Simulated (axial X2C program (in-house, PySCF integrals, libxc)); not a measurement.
TaOH⁻: properties at the nuclei

Computed with an axial X2C code built on PySCF integrals: two-component X2C with atomic mean-field Coulomb and Gaunt terms, Gaussian nuclei, basis Ta dyall-v3z, O dyall-av3z, H dyall-v3z with contracted cores.

Ta–O–H held linear, with bonds 1.885 and 0.950 Å (near the PBE0 minimum at charge -1 of the determinant lowest at the starting distance; the state shown can have its own minimum elsewhere, held linear; other orders of the atoms were not compared).

Determinant lowest in the PBE0 search, Ω = 1/2 (⟨Sz⟩ = 1.41, ⟨Lz⟩ = -0.91 at PBE0), spin on the atoms Ta 1.30, O 0.10, H 0.01:

```json
{"level": "PBE0", "Eeff magnitude (GV/cm)": "6.79", "Ws magnitude Ta (kHz)": "11.4", "A∥/gI Ta (MHz)": "-692", "qzz Ta (a.u.)": "-0.21", "A∥/gI O (MHz)": "-93.8", "qzz O (a.u.)": "1.36", "A∥/gI H (MHz)": "-3.22", "qzz H (a.u.)": "0.53"}
{"level": "TPSSh", "Eeff magnitude (GV/cm)": "8.62", "Ws magnitude Ta (kHz)": "14.3", "A∥/gI Ta (MHz)": "-645", "qzz Ta (a.u.)": "0.06", "A∥/gI O (MHz)": "-96.8", "qzz O (a.u.)": "1.37", "A∥/gI H (MHz)": "-3.51", "qzz H (a.u.)": "0.53"}
```

Eeff is the effective electric field on the electron electric dipole moment in this Ω state and Ws the scalar–pseudoscalar constant of the nucleus named (defined with the proton number Z and per Ω); A∥ (defined per Ω) follows by multiplying with gI = μI/(I μN); qzz is the electric field gradient, eQq0 = 234.96 MHz × Q/barn × qzz. The operators were transformed with the bare-nucleus X2C matrices; with these basis sets, hyperfine constants and field gradients can be off by tens of per cent, and where levels differ in sign neither size nor sign is settled.

With gI(181Ta) = 0.6773, gI(17O) = -0.7575, Q(17O) = -0.02558 barn, gI(1H) = 5.5857 (g factors from the IAEA table of nuclear moments by Stone; Q from Pyykkö, Mol. Phys. 2018), turn the PBE0 values of the first state into constants in MHz.

A∥(181Ta) = -692 × 0.6773 = -469 MHz; A∥(17O) = -93.8 × -0.7575 = 71.1 MHz; eQq0(17O) = 234.96 × (-0.02558) × (1.36) = -8.17 MHz; A∥(1H) = -3.22 × 5.5857 = -18 MHz.

The molecule was held linear; bending was not examined, so a bent shape may lie lower.

Each state is one determinant with collinear spin, which with several unpaired electrons need not be a pure state. For an anion, determinants above electron detachment, or with a positive highest level, are held by the basis set. With several open shells hyperfine constants can be off by a factor of several. Left out as unconverged or as another state under the same occupation: HF in at least one table. States lie within half an eV, so the first need not be the ground state. Further determinants of the search, some of them spin-mixed, are not shown. Where a field gradient or hyperfine factor spreads by more than a factor of two over the levels, a constant derived from it is not to be relied on.
